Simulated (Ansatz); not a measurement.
Pulling on the Sn1–O2 bond in SnO (multiplicity 1 held). Energies count from the point at 1.832 Å.


R- and RO- levels are restricted; in cc, def2 and unpolarised 6-31G sets they are followed outwards from rest. U- levels take the lowest unrestricted solution at each point, which mixes spins at long bonds. Active spaces are followed from rest. Curves can end on different states.

Frozen-core correlation. Filled d and f shells under p-block atoms count as core.

Codes used: Ansatz (a quantum-chemistry and plane-wave program). Values without a source in brackets are computed. In def2 rows elements past Kr take small-core potentials, without spin–orbit coupling.

Energies in eV.

```csv
R (Å),U-HF/def2-TZVPP,R-r2SCAN/def2-TZVPP,"CASSCF(10,8)/def2-TZVPP","FIC-MRCISD+Q on CASSCF(10,8)/def2-TZVPP"
1.465,4.56,4.89,5.22,5.28
1.649,0.65,0.83,0.95,0.98
1.832,0.00,0.00,0.00,0.00
2.015,0.04,0.48,0.42,0.36
2.198,0.49,1.43,1.31,[?]
2.473,1.33,2.99,2.75,2.48
2.748,1.65,4.36,3.90,[?]
3.206,1.73,6.04,4.99,4.63
3.663,1.76,7.08,5.40,5.14
4.213,1.79,7.80,5.41,5.34
4.946,1.80,8.28,5.43,5.36
5.862,1.81,8.52,5.44,5.37
7.327,1.82,8.65,5.44,5.38
```

Problem. Complete the blanks.

Solution. 
- 2.198, FIC-MRCISD+Q on CASSCF(10,8)/def2-TZVPP: 1.18
- 2.748, FIC-MRCISD+Q on CASSCF(10,8)/def2-TZVPP: 3.53

Doubts at one or more of the structures used: a spin-contaminated determinant (U-HF/def2-TZVPP); a restricted determinant that unrestricted orbitals would lower (R-r2SCAN/def2-TZVPP).
